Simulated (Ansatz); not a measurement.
(ClBe-mu-Cl)2 (Be2Cl4): single points at one geometry.

```yaml
crystal:
  periodic: [false, false, false]
  atoms:
    - {symbol: Be, position_ang: [1.303057, 0.048877, 0.164307]}
    - {symbol: Cl, position_ang: [3.123501, 0.114515, 0.392647]}
    - {symbol: Cl, position_ang: [-0.147372, -0.693197, 1.374435]}
    - {symbol: Be, position_ang: [-1.303121, -0.048098, -0.163930]}
    - {symbol: Cl, position_ang: [-3.123167, -0.117803, -0.394265]}
    - {symbol: Cl, position_ang: [0.147101, 0.695706, -1.373194]}
basis:
  gaussian: {orbitals: def2-TZVP, initial_orbitals: start.molden}
hamiltonian: {xc: {name: BHLYP}, dispersion: d4}
scf: {omitted_lower_state_checks: [starts]}
output: {forces: true, orbitals: {seedname: orbitals}}
```

The file start.molden holds the orbitals of an earlier run on this structure, at another level or in another basis.

```sh
$ ansatz run in.yaml --threads 4 --pin off --events-out ev --progress --plain --max-ram 3916MiB
```

Shortened log:

```
Functional definition: BHLYP
1438 factors; their error is unknown
mean field evaluation 1: about -50903.1406 eV, gradient 1.3e1 eV
mean field evaluation 2: about -50903.2158 eV, gradient 1.5e-1 eV
mean field evaluation 4: about -50903.5229 eV, gradient 3.9e-4 eV
mean field -50903.52286609 eV, -1870.6699616816 hartree, gradient 1.4e-5 eV, S^2 0.000000; 0 other end points of the search recorded, 0 dependent functions left out
reference -50903.52306765 eV, -1870.6699690889 hartree; 38, 38 occupied and 148, 148 virtual orbitals, 1438 factors
Total energy: -50903.82770048 eV, -1870.6811641389 hartree
Atom 0 at     1.303057     0.048877     0.164307 Å, force    -0.112625    -0.004609    -0.014110 eV/Å
Atom 1 at     3.123501     0.114515     0.392647 Å, force    -0.332761    -0.011659    -0.041593 eV/Å
Atom 2 at    -0.147372    -0.693197     1.374435 Å, force     0.042158     0.197138    -0.390946 eV/Å
Atom 3 at    -1.303121    -0.048098    -0.163930 Å, force     0.112421     0.003969     0.013900 eV/Å
Atom 4 at    -3.123167    -0.117803    -0.394265 Å, force     0.332643     0.013056     0.042261 eV/Å
Atom 5 at     0.147101     0.695706    -1.373194 Å, force    -0.041836    -0.197894     0.390487 eV/Å
Dipole moment:    -0.000074     0.001088     0.000526 e Å
Checks for a lower state left out: starts
```

It took 2.7 s on 4 threads of Intel Xeon on a shared host, peak host memory 0.59 GiB.

First input, but with `hamiltonian: {xc: r2scan, dispersion: d4}`, `output: {orbitals: {seedname: orbitals}}` (abridged; 2.3 s):

```
Functional definition: r2SCAN
mean field -50899.90435880 eV, -1870.5369839915 hartree, gradient 1.0e-5 eV, S^2 0.000000
Total energy: -50899.95760517 eV, -1870.5389407595 hartree
Checks for a lower state left out: starts
```

First input, but with `gaussian: {orbitals: def2-SVP, initial_orbitals: start.molden}`, `hamiltonian: {xc: pbe0, dispersion: d4}`, `output: {orbitals: {seedname: orbitals}}` (abridged; 0.85 s):

```
Functional definition: PBE0
mean field -50867.55157810 eV, -1869.3480412304 hartree, gradient 5.3e-5 eV, S^2 0.000000
Total energy: -50867.74351943 eV, -1869.3550949442 hartree
Checks for a lower state left out: starts
```

As the first input, with `gaussian: {orbitals: def2-SVP, initial_orbitals: start.molden}`, `hamiltonian: {xc: pbe, dispersion: d4}`, `output: {orbitals: {seedname: orbitals}}` (abridged; 0.6 s):

```
Functional definition: PBE
mean field -50862.99041179 eV, -1869.1804214600 hartree, gradient 9.0e-6 eV, S^2 0.000000
Total energy: -50863.21130210 eV, -1869.1885390293 hartree
Checks for a lower state left out: starts
```

The first input with `hamiltonian: {xc: {name: r2SCANh}, dispersion: d4}`, `output: {orbitals: {seedname: orbitals}}` (abridged; 2.9 s):

```
Functional definition: r2SCANh
mean field -50899.77318424 eV, -1870.5321634153 hartree, gradient 7.6e-6 eV, S^2 0.000000
Total energy: -50899.83167921 eV, -1870.5343130659 hartree
Checks for a lower state left out: starts
```

First input, but with `hamiltonian: {xc: {name: B3LYP}, dispersion: d4}`, `output: {orbitals: {seedname: orbitals}}` (abridged; 1.8 s):

```
Functional definition: B3LYP
mean field -50905.46418701 eV, -1870.7413039095 hartree, gradient 7.6e-5 eV, S^2 0.000000
Total energy: -50905.82657068 eV, -1870.7546212640 hartree
Checks for a lower state left out: starts
```

Geometry: PBE0-D4/def2-SVP.

B3LYP takes the VWN-RPA correlation.
